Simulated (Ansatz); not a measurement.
`B[As](N)[GaH2]` and `N[AsH][GaH2]` differ in one atom or group.

Ansatz, PBE0-D4/def2-TZVP geometries, multiplicity 1. Each molecule was computed in one conformer, which needn't be the lowest.

Scalar relativity is left out up to krypton.

| property | `B[As](N)[GaH2]` |
| --- | --- |
| LUMO energy (ωB97M-V/def2-TZVPP) / eV | -0.62 |
| HOMO energy (PBE/def2-TZVPP) / eV | -5.57 |
| size of the dipole moment (B3LYP/def2-TZVPP) / D | 1.23 |
| ideal-gas entropy at 298 K and 1 bar (rigid rotor, harmonic PBE0-D4/def2-TZVP) / J/(mol·K) | 372 |
| size of the dipole moment (PBE/def2-TZVPP) / D | 1.45 |
| zero-point energy (PBE0-D4/def2-TZVP) / kJ/mol | 160.1 |

Task: What does the change do to each property? (Estimate.)

Result: Computed: 
```csv
property,`N[AsH][GaH2]`,shift
LUMO energy (ωB97M-V/def2-TZVPP) / eV,-0.14,0.48
HOMO energy (PBE/def2-TZVPP) / eV,-5.76,-0.19
size of the dipole moment (B3LYP/def2-TZVPP) / D,1.11,-0.12
"ideal-gas entropy at 298 K and 1 bar (rigid rotor, harmonic PBE0-D4/def2-TZVP) / J/(mol·K)",341,-31
size of the dipole moment (PBE/def2-TZVPP) / D,1.07,-0.38
zero-point energy (PBE0-D4/def2-TZVP) / kJ/mol,124.5,-35.6
```

With PBE0 the HOMO falls by 0.25 eV and the LUMO rises by 0.54 eV, so the gap widens by about 0.79 eV. PBE moves the HOMO by -0.19 eV and ωB97M-V by -0.27 eV. The zero-point energy changes by -35.6 kJ/mol with -6 modes. Dipoles are sizes alone; their direction can turn.

B3LYP here is the variant with VWN-RPA as its local correlation; programs differ in this.
